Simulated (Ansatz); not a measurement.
`OB[SiH2][AlH2]` + NH₃ → `N[SiH2][AlH2]` + `BO` at 400 K and 1 bar (cleavage of the Si–B bond).

Program: Ansatz. Geometries: PBE0-D4/def2-TZVP. ΔE: electronic, gas phase. CBS: MP2 limit from def2 TZ/QZ plus the TZ coupled-cluster correction, frozen cores. This one scheme is used for every species. One conformer a species, not always the lowest.

```json
{"species": "`OB[SiH2][AlH2]`", "CCSD(T)/CBS energy (Eh)": "-634.67870", "H − E (kJ/mol)": "187.1", "S (J/(mol·K))": "403.8"}
{"species": "NH₃", "CCSD(T)/CBS energy (Eh)": "-56.50880", "H − E (kJ/mol)": "104.2", "S (J/(mol·K))": "203.1"}
{"species": "`N[SiH2][AlH2]`", "CCSD(T)/CBS energy (Eh)": "-589.40062", "H − E (kJ/mol)": "178.1", "S (J/(mol·K))": "361.4"}
{"species": "`BO`", "CCSD(T)/CBS energy (Eh)": "-101.80414", "H − E (kJ/mol)": "108.2", "S (J/(mol·K))": "244.0"}
```

H − E and S are ideal-gas, rigid-rotor, harmonic terms from PBE0-D4/def2-TZVP, for one conformer and one mirror image of each species. 1 Eh = 2625.50 kJ/mol, R = 8.31446 J/(mol·K).

Q: By hand: ΔE, ΔH, ΔS and ΔG.

A: ΔE = (-589.40062) + (-101.80414) − (-634.67870) − (-56.50880) = -0.01726 Eh = -45.3 kJ/mol. Δ(H − E) = 178.1 + 108.2 − 187.1 − 104.2 = -5.0, so ΔH = -50.3 kJ/mol. ΔS = 361.4 + 244.0 − 403.8 − 203.1 = -1.5 J/(mol·K). ΔG = -50.3 − 400 × (-1.5)/1000 = -49.7 kJ/mol.

Q: By hand: the equilibrium constant, and the temperature at which ΔG would vanish if ΔH and ΔS stayed fixed.

A: log₁₀ K = −ΔG/(RT ln 10) = 6.5. ΔG = 0 at ΔH/ΔS = 33533 K, far beyond where these terms or the molecules hold.

The number of gas molecules stays the same, so ΔS is small and ΔH decides. A doubt of 5 kJ/mol in ΔE shifts log₁₀ K by 0.7 here. Other conformers and mirror images would add mixing entropy, several J/(mol·K) or more a flexible species. Modes under 60 cm⁻¹, often nearly free rotors, make the harmonic entropy too high. These are equilibria of isolated gas molecules and say nothing of rates. Largest T1 diagnostic: 0.015 (customary marks: 0.02 for closed shells, 0.045 for open ones).
